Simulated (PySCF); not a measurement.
Compound: GeH2.
Structure used (PBE0-D3(BJ)/def2-SVP), in Å, numbered top down from 1:
```xyz
3
GeH2 angstrom
Ge     0.0048   -0.0086   -0.7484
H      1.1334   -0.0182    0.3818
H     -1.1383    0.0267    0.3666
```

Method: TDDFT B3LYP/def2-SVPD, vertical, gas phase, core orbitals frozen in the response in PySCF. The B3LYP/def2-SVPD calculation is non-relativistic and has no spin–orbit coupling, an omission that weighs most on germanium.

Frontier orbitals with the atoms that hold most of them (Löwdin shares over 4%, at most four atoms; ? is withheld):

| orbital | ε (eV) | atoms |
| --- | --- | --- |
| LUMO+2 | 0.68 | Ge1 74%, H3 13%, H2 13% |
| LUMO+1 | 0.28 | Ge1 78%, H2 11%, H3 11% |
| LUMO | -3.31 | Ge1 82%, H3 9%, H2 9% |
| HOMO | -6.74 | ? |
| HOMO-1 | -8.59 | ? |
| HOMO-2 | -14.15 | Ge1 57%, H3 21%, H2 21% |
| HOMO-3 | -32.92 | Ge1 100% |

Problem. Which atoms hold the HOMO, and with what shares?

Solution. Ge1 (bonded to 2 H) 72%; H2 (bonded to Ge) 14%; H3 (bonded to Ge) 14%. By element: germanium 72%, hydrogen 28%.

Problem. Give the leading atoms of the HOMO-1.

Solution. Ge1 (bonded to 2 H) 47%; H2 (bonded to Ge) 26%; H3 (bonded to Ge) 26%. By element: hydrogen 53%, germanium 47%.

Problem. How does S1 compare with the orbital gap of 3.43 eV?

Solution. S1 is at 2.43 eV (f = 0.0096), 1.01 eV below the gap, made of HOMO→LUMO (100%). Without the coupling terms of the response equations the lowest excitation would equal the gap.

Problem. Give energy, strength and leading configuration of S1, S2, S3 and S6, and follow the Löwdin shares of the leading atoms from the occupied to the empty orbital.

Solution. 
- S1 (2.43 eV, f 0.0096), HOMO→LUMO (100%): Ge1 72% → 82%, H2 14% → 9%, H3 14% → 9%
- S2 (4.01 eV, f 0.0000), HOMO-1→LUMO (100%): Ge1 47% → 82%, H2 26% → 9%, H3 26% → 9%
- S3 (6.12 eV, f 0.195), HOMO→LUMO+1 (99%): Ge1 72% → 78%, H2 14% → 11%
- S6 (8.07 eV, f 0.334), HOMO-1→LUMO+1 (94%): Ge1 47% → 78%, H2 26% → 11%

Löwdin shares depend on the basis, the more so with diffuse functions.
